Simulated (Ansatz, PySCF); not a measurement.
Noncovalent pair: CH4O (SMILES CO) (first 6 atoms) with C2H6O (SMILES COC); geometry from B3LYP-D3(BJ)/def2-TZVP, rigid monomers moved along the line of their centres of mass till H6···O8 is 2.58 Å.
(charge 0, multiplicity 1):
| atom | x (Å) | y (Å) | z (Å) |
|---|---|---|---|
| C | 0.1363 | -0.0718 | -0.2436 |
| O | 0.3762 | 0.9196 | 0.7360 |
| H | 0.7891 | -0.9452 | -0.1216 |
| H | 0.3425 | 0.3716 | -1.2182 |
| H | -0.9047 | -0.4182 | -0.2399 |
| H | 0.2018 | 0.5354 | 1.6109 |
| C | -1.1291 | 0.4550 | 4.7667 |
| O | -0.0995 | -0.2170 | 4.0632 |
| C | 1.1295 | -0.2355 | 4.7678 |
| H | -0.8572 | 1.4983 | 4.9638 |
| H | -1.3403 | -0.0438 | 5.7194 |
| H | -2.0190 | 0.4286 | 4.1410 |
| H | 1.4864 | 0.7815 | 4.9662 |
| H | 1.8534 | -0.7529 | 4.1415 |
| H | 1.0252 | -0.7686 | 5.7195 |

Monomers are frozen at their geometry in the pair; levels with a basis set take the counterpoise correction.

Frozen-core correlation.

Programs: Ansatz (Gaussian orbitals); PySCF for the dispersion terms. 

PBE/def2-TZVPPD gives -12.8 kJ/mol for the interaction energy.

Task: How do the other levels lie against it? Give each less PBE: PBE-D3(BJ)/def2-TZVPPD, r2SCAN/def2-TZVPPD, B3LYP/def2-TZVPPD, wB97M-V/def2-TZVPPD, MP2/aug-cc-pVDZ, CCSD(T)/aug-cc-pVDZ.

Result: PBE-D3(BJ)/def2-TZVPPD -2.5; r2SCAN/def2-TZVPPD -0.4; B3LYP/def2-TZVPPD 1.2; wB97M-V/def2-TZVPPD -1.8; MP2/aug-cc-pVDZ -1.7; CCSD(T)/aug-cc-pVDZ -1.7 kJ/mol. 1 of 6 lie above PBE; the widest gap is to PBE-D3(BJ)/def2-TZVPPD.

Ansatz is an electronic-structure program.
